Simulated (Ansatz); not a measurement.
Ideal-gas functions of CHBrF2, SMILES `FC(F)Br` at 298.15 K and 1 bar, from an Ansatz frequency run at PBE0-D4/def2-TZVP.

Molar mass 130.92 g/mol, point group Cs (symmetry number 1), electronic degeneracy 1, moments of inertia 49.166, 175.918, 215.598 u Å². Harmonic wavenumbers (cm⁻¹, unscaled): 316, 324, 590, 720, 1136, 1168, 1298, 1370, 3141.

Use S(trans) = R[1.5 ln M + 2.5 ln T − 1.1517]; rotational temperatures θ = 24.2544 K / I; S(rot) = R[ln(√π/σ · √(T³/θAθBθC)) + 1.5]; for each mode x = 1.438777 ν̃/T, S = R[x/(eˣ − 1) − ln(1 − e⁻ˣ)] and H = RT x/(eˣ − 1); 1 cm⁻¹ = 0.0119627 kJ/mol; R = 8.31446 J/(mol·K).

By hand: the entropy, in J/(mol·K).

Translation 169.6. Rotation: θ = 0.4933, 0.1379, 0.1125 K, giving 108.5. Vibration, mode by mode: 5.57, 5.40, 1.95, 1.19, 0.23, 0.20, 0.12, 0.09, 0.00, in all 14.7. Electronic 0.0. Sum 292.8 J/(mol·K).

By hand: H − E and G − E in kJ/mol, counted from the electronic energy.

Zero-point energy ½ × 10063 × 0.0119627 = 60.2; thermal vibration 2.9; translation, rotation and pV give 4 RT = 9.9. H − E = 73.0 kJ/mol, and G − E = 73.0 − 298.15 × 292.8/1000 = -14.3 kJ/mol.

Vibration gives 5 % of the entropy.
